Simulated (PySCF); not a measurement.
# Excitation energy of Ne²⁺ by level of theory

Ne²⁺ [He] 2s2 2p4 (3P) → Ne²⁺ [He] 2s1 2p5 (3P), as a difference of total energies. Calculation: PySCF 2.14, in aug-cc-pwCVQZ; the non-relativistic Hamiltonian (point nucleus). Correlated levels: valence: 1s2 frozen; valence and next inner shell: nothing frozen. The calculations carry no spin-orbit coupling.

```
                                method  excitation energy (cm⁻¹)
                                   UHF                    213690
                                   LDA                    182270
                                   PBE                    184860
                                  PBE0                    192320
                                r2SCAN                    192850
                             CAM-B3LYP                    190490
                                 TPSSh                    193010
                               r2SCAN0                    197550
                         MP2 (valence)                    205700
                     SCS-MP2 (valence)                    204930
    MP2 (valence and next inner shell)                    205070
SCS-MP2 (valence and next inner shell)                    204560
```
